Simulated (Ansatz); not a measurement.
Program: Ansatz. Geometries: PBE0-D4/def2-TZVP. ΔE: electronic, gas phase. CCSD(T)/CBS adds triple-zeta CCSD(T) − MP2 to the extrapolated MP2 energy (def2 sets, frozen cores). This one scheme is used for every species. Functionals use def2-TZVPP. For Ga outer-core shells are correlated without core-valence functions, which leaves a few kJ/mol of doubt a bond. Scalar relativity is left out up to krypton. Each species was taken in one conformer, which may not be the lowest.

`[OH][GaH][SH]` + `C[SiH3]` → `[OH][GaH][CH2][SiH3]` + H₂S  (formal exchange of groups at a Ga–S bond)

`[OH][GaH][SH]`:

```xyz
6

O     0.657   -1.148   -0.468
Ga    0.082    0.530   -0.266
S    -1.309    0.749    1.408
H     1.268   -1.270   -1.198
H     0.532    1.697   -1.190
H    -1.231   -0.558    1.713
```

`C[SiH3]`:

Z-matrix (Å, degrees):
```
C
Si 1 1.871
H 1 1.092 2 110.8
H 1 1.092 2 110.8 3 -120.0
H 1 1.092 2 110.8 3 120.0
H 2 1.488 1 110.7 3 -179.9
H 2 1.488 1 110.7 3 -59.9
H 2 1.488 1 110.7 3 60.1
```

`[OH][GaH][CH2][SiH3]`:

Cartesian coordinates in Å:
```
O -2.388 -0.624 0.592
Ga -0.749 -0.715 1.309
C 0.783 -0.572 0.083
Si 0.776 1.002 -0.919
H -2.396 -0.474 -0.356
H -0.745 -0.896 2.855
H 1.714 -0.658 0.649
H 0.735 -1.421 -0.609
H -0.461 1.066 -1.748
H 0.784 2.192 -0.024
H 1.947 1.102 -1.832
```

H₂S:

Cartesian coordinates in Å:
```
S 0.046 0.612 -0.083
H 0.451 -0.228 0.881
H -0.497 -0.384 -0.798
```

| level | ΔE (kJ/mol) | difference from CCSD(T)/CBS |
| --- | --- | --- |
| r2SCAN-D4 | 99.6 | 9.8 |
| ωB97X-V | 95.2 | 5.4 |
| B2PLYP | 98.5 | 8.7 |
| PBE0 | 99.6 | 9.8 |
| MP2/def2-TZVPP | 92.5 | 2.7 |
| CCSD/def2-TZVPP | 92.0 | 2.2 |
| CCSD(T)/def2-TZVPP | 91.0 | 1.2 |
| HF/def2-QZVPP | 106.8 | 17.0 |
| MP2/def2-QZVPP | 91.5 | 1.7 |
| CCSD/CBS(def2) | 90.8 | 1.0 |
| CCSD(T)/CBS | 89.8 | 0 |

Largest T1 diagnostic among the species: 0.014.

The D4 term adds −5.2 kJ/mol with B3LYP and −3.1 kJ/mol with PBE0; it sums over pairs of atoms, weighted by their polarisabilities, and B3LYP, whose exchange is more repulsive, gets the larger term. In def2-TZVPP, CCSD(T) changes the Hartree–Fock value by −16.6 kJ/mol (the triples alone add −1.0 kJ/mol) and MP2 by −15.1 kJ/mol.

B3LYP here is the variant with VWN-RPA as its local correlation; programs differ in this.
